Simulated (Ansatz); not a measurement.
`F[SiH](F)F` + Cl• → `F[Si](F)F`• + HCl  (hydrogen abstraction from the Si–H bond)

Program: Ansatz. Geometries: PBE0-D4/def2-TZVP. ΔE: electronic, gas phase. CCSD(T)/CBS is the MP2 limit (def2-TZVPP, def2-QZVPP) plus CCSD(T) − MP2 in def2-TZVPP, frozen cores. This one scheme is used for every species, atoms too. DFT in def2-TZVPP. HSE06 is defined as in plane-wave codes. Open shells (•) are unrestricted, without spin–orbit coupling. Spin–orbit coupling would lower the free atoms: a little for Cl.

Problem. Is it downhill or uphill in electronic energy at CCSD(T)/CBS, and by how much? (An estimate is asked.)

Solution. The calculation gave: Downhill: ΔE = -5.5 kJ/mol.

Problem. What do these levels give: B97M-V, r2SCAN0-D4, HSE06-D4, HF/def2-SVP, HF/CBS(def2), MP2/CBS(def2)? (An estimate is asked.)

Solution. Ansatz gave: B97M-V -13.0, r2SCAN0-D4 -14.5, HSE06-D4 -21.2, HF/def2-SVP 46.6, HF/CBS(def2) 33.5, MP2/CBS(def2) -21.2 kJ/mol.

Problem. What do rigid-rotor, harmonic-oscillator terms from PBE0-D4/def2-TZVP frequencies (298.15 K, 1 bar) make of the CCSD(T)/CBS value? (Estimate.)

Solution. Computed: ΔZPE = -7.0 kJ/mol, ΔH = -10.2 kJ/mol, ΔS = 23 J/(mol·K), ΔG = -17.2 kJ/mol. Open shells count their whole term as degenerate.

Largest T1 diagnostic among the species: 0.014.

In def2-TZVPP, CCSD(T) changes the Hartree–Fock value by −34.4 kJ/mol (the triples alone add −6.2 kJ/mol) and MP2 by −50.2 kJ/mol. From PBE to PBE0 (25 % exact exchange), in def2-TZVPP and without D4, ΔE moves by +15.3 kJ/mol.
